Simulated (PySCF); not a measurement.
Al(Me)(OH)(SeH) (CH5AlOSe), SMILES [OH][Al]([CH3])[SeH]. Heavy atoms are numbered as in [Al:1]([CH3:2])([OH:6])[SeH:8]. Hydrogens are named by the atom that carries them.

Geometry: PBE0-D3(BJ)/def2-SVP. The structure was generated by enumeration; whether it is a known compound was not checked. Other conformers were not sampled.

Calculation: PBE/def2-TZVP run with PySCF.

ESP charges are fitted to the potential on shells at 1.4 to 2.0 van der Waals radii. Atomic charges (e), one atom of each kind:

```csv
atom,Löwdin,Mulliken,meta-Löwdin,ESP fit
Al1,-0.23,0.51,0.85,0.65
C2 (CH3),-0.48,?,-0.66,-0.42
H on C2,0.14,0.14,0.14,0.10
O6 (OH),-0.10,?,-0.75,-0.69
H on O6,0.17,?,0.35,0.38
Se8 (SeH),0.15,-0.29,-0.29,-0.35
H on Se8,0.07,0.11,0.08,0.12
```

Task: Some entries are withheld; supply them. (Estimate from the structure and the level; the computed values follow.)

Result: 
- C2 (CH3), Mulliken: -0.57
- O6 (OH), Mulliken: -0.50
- H on O6, Mulliken: 0.30
